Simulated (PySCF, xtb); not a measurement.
CH4F2Ge, SMILES [CH3][GeH]([F])[F].

Harmonic wavenumbers (cm⁻¹) from GFN2-xTB (xtb 6.7.1) at its own minimum, in rising order: 69, 148, 169, 186, 469, 483, 570, 587, 596, 787, 792, 1292, 1416, 1422, 1937, 3001, 3031, 3036.

### Question
What does B3LYP-D3(BJ)/def2-SVP run with PySCF give at its own minimum? (Estimate from the structure and the level; the computed values follow.)

### Answer
77, 179, 212, 245, 611, 680, 716, 716, 729, 827, 845, 1264, 1429, 1429, 2174, 3048, 3153, 3158. Paired by order, the mean absolute difference is 86 cm⁻¹ and the zero-point energies are 28.6 and 30.7 kcal/mol.
